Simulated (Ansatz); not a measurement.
A run for Ansatz (a first-principles code): R-wB97M-V/def2-TZVPP on CH6OSi (SMILES C[SiH2]O), a point of a torsion scan.

Ansatz 0.2 input:
```yaml
crystal:
  periodic: [false, false, false]
  atoms:
    - {symbol: C, position_ang: [-1.23238524, 0.28823805, 0.03452166]}
    - {symbol: Si, position_ang: [0.51057952, -0.42911318, -0.19561898]}
    - {symbol: O, position_ang: [1.64865375, 0.68130585, 0.16308629]}
    - {symbol: H, position_ang: [-1.99167494, -0.44867384, -0.20397390]}
    - {symbol: H, position_ang: [-1.40163702, 1.14754757, -0.61014365]}
    - {symbol: H, position_ang: [-1.40298943, 0.60843141, 1.05966900]}
    - {symbol: H, position_ang: [0.72459023, -1.55144024, 0.71722148]}
    - {symbol: H, position_ang: [0.72600547, -0.80699676, -1.59174691]}
    - {symbol: H, position_ang: [1.42525323, 1.56256785, 0.44705395]}
basis:
  gaussian:
    orbitals: def2-TZVPP
hamiltonian:
  xc: {name: wB97M-V}
scf: {lower_state_search: off}
```

The head of its log:

```
WARN ansatz: RAYON_NUM_THREADS=2 ignored (pool sized by the plan → 2); use --threads N
Functional definition: wB97M-V
these checks for a lower state are left out or cut short: stability, starts, cluster_reference, orbital_swaps, neighbouring_geometries, increment
integrals: 0.12 GiB planned
976 factors; their error is unknown
integrals: 0.15 GiB planned
244 factors; integrals over basis functions are off by at most 1.1e-5 eV
mean field: 1.02 GiB planned
mean field evaluation 1: about -11054.7813 eV, gradient 5.6e1 eV
mean field evaluation 2: about -11055.3102 eV, gradient 5.6e1 eV
```

### Question
Give the final energy of this run.

### Answer
-406.4639 hartree.
